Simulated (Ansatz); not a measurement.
Consider the redistribution: `[OH][Ti]([SH])([Cl])[Cl]` + `[Cl][Al]1[CH2][SiH2]1` → `[OH][Ti]([Cl])([Cl])[Cl]` + `[SH][Al]1[CH2][SiH2]1`.

Computed with Ansatz on PBE0-D4/def2-TZVP structures; ΔE is electronic, products minus reactants. CCSD(T)/CBS is the MP2 limit (def2-TZVPP, def2-QZVPP) plus CCSD(T) − MP2 in def2-TZVPP, frozen cores. DFT in def2-TZVPP. For Ti outer-core shells are correlated without core-valence functions, which leaves a few kJ/mol of doubt a bond. Scalar relativity is left out up to krypton. One conformer a species, not always the lowest.

Question: Is it downhill or uphill in electronic energy at CCSD(T)/CBS, and by how much? (Estimate.)

Answer: Ansatz gave: Downhill: ΔE = -5.6 kJ/mol.

Question: What do these levels give: LDA (SPW92), r2SCAN-D4, PBE0, r2SCAN0, LC-ωPBE, HF/def2-TZVPP? (An estimate is asked.)

Answer: Computed: LDA (SPW92) -12.0, r2SCAN-D4 -10.4, PBE0 -10.8, r2SCAN0 -9.9, LC-ωPBE -10.3, HF/def2-TZVPP -11.6 kJ/mol.

Largest T1 diagnostic among the species: 0.026, so the coupled-cluster value is less sure than usual.

In def2-TZVPP, CCSD(T) changes the Hartree–Fock value by +5.0 kJ/mol (the triples alone add +1.5 kJ/mol) and MP2 by +8.0 kJ/mol. Leaving LDA and LC-ωPBE aside and taking each functional with its dispersion term where it has one, the values, not all of them listed here, spread over 4.5 kJ/mol, from PBE-D4 to B2PLYP.
